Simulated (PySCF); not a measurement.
Sn (SMILES [Sn+]), charge +1, doublet (core potentials on Sn). Base run: HF/def2-TZVP run with PySCF.

PySCF was given this input:
```python
from pyscf import gto, scf

mol = gto.M(
    atom='''
Sn    0.00000000    0.00000000    0.00000000
''',
    basis='def2-tzvp',
    ecp={'Sn': 'def2-tzvp'},
    charge=1,
    spin=1,
    verbose=3,
)

mf = scf.UHF(mol)
mf.kernel()
```

Variants of this job, named by their change:

```
change                                                                                                                  ΔE vs base (µEh)  fitting functions                outcome
----------------------------------------------------------------------------------------------------------------------  ----------------  -----------------  ---------------------
base                                                                                                                                 0.0                  -              converged
auxbasis = cc-pvtz-ri                                                                                                                  -                  -  stopped with an error
auxbasis = even-tempered beta=2.0                                                                                                   -254                315              converged
auxbasis = default (with mf = mf.density_fit())                                                                                     38.8                218              converged
auxbasis = even-tempered beta=1.6                                                                                                   -0.1                465              converged
auxbasis = autoaux                                                                                                                  -2.0                334              converged
auxbasis = cc-pvqz-jkfit                                                                                                               -                  -  stopped with an error
auxbasis = cc-pvdz-jkfit                                                                                                               -                  -  stopped with an error
exchange = seminumerical (SGX) (with mf = sgx.sgx_fit(mf, auxbasis='def2-universal-jfit'); with mf.with_df.dfj = True)             -29.5                 58              converged
auxbasis = cc-pvtz-jkfit                                                                                                               -                  -  stopped with an error
```

A fitting set is made for a task (jfit for Coulomb, jkfit for Coulomb and exchange, ri for correlation) and for a family of orbital bases.

Open shells are given as the SCF converged; they aren't shown to be the lowest states, and a large step between rows can be another state.

- auxbasis = cc-pvtz-ri: ended with `pyscf.lib.exceptions.BasisNotFoundError: Basis set not found for Sn in cc-pvtz-ri`
- auxbasis = cc-pvqz-jkfit: ended with `pyscf.lib.exceptions.BasisNotFoundError: Basis set not found for Sn in cc-pvqz-jkfit`
- auxbasis = cc-pvdz-jkfit: ended with `pyscf.lib.exceptions.BasisNotFoundError: Basis set not found for Sn in cc-pvdz-jkfit`
